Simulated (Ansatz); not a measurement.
C$_{2}$H$_{8}$BN, relaxed with RKS PBE-D4/def2-SVP in Ansatz from a rough embedded geometry. The force threshold is 0.03 eV/Å; the program also tests the step.

The species carries charge 0 and has multiplicity 1. The bonds changed during the relaxation, so this is another structure than the one it started from.

Start:

```xyz
12

B    -0.613    0.729   -1.058
C     0.199    0.336    0.190
C    -0.572   -0.668    1.002
N     1.499   -0.200   -0.101
H    -0.182    1.579   -1.851
H    -1.707    0.296   -1.336
H     0.351    1.250    0.836
H    -0.780   -1.586    0.494
H    -1.589   -0.266    1.374
H    -0.006   -0.958    1.944
H     2.042    0.506   -0.676
H     1.357   -1.019   -0.819
```

Question: By how much does the energy fall, and how many steps does the optimiser take? (Best estimate.)

Answer: Ansatz gave: 117.85 kJ/mol, in 15 steps, 3 of them rejected.

Question: Which bonds change most? (Best estimate.)

Answer: Ansatz gave: B1–N4 from 2.498 to 1.623 Å; C2–N4 from 1.436 to 1.511 Å; N4–H12 from 1.099 to 1.025 Å; C3–H9 from 1.155 to 1.109 Å.

Question: Give the relaxed structure. (Estimate.)

Answer: The calculation gave: 
```xyz
12

B    -0.337    0.696   -1.181
C     0.000    0.439    0.347
C    -0.599   -0.666    1.184
N     1.025   -0.021   -0.664
H    -0.139    1.797   -1.665
H    -1.083   -0.091   -1.745
H     0.416    1.272    0.943
H    -0.967   -1.498    0.547
H    -1.482   -0.275    1.730
H     0.103   -1.085    1.940
H     1.925    0.467   -0.679
H     1.138   -1.035   -0.758
```
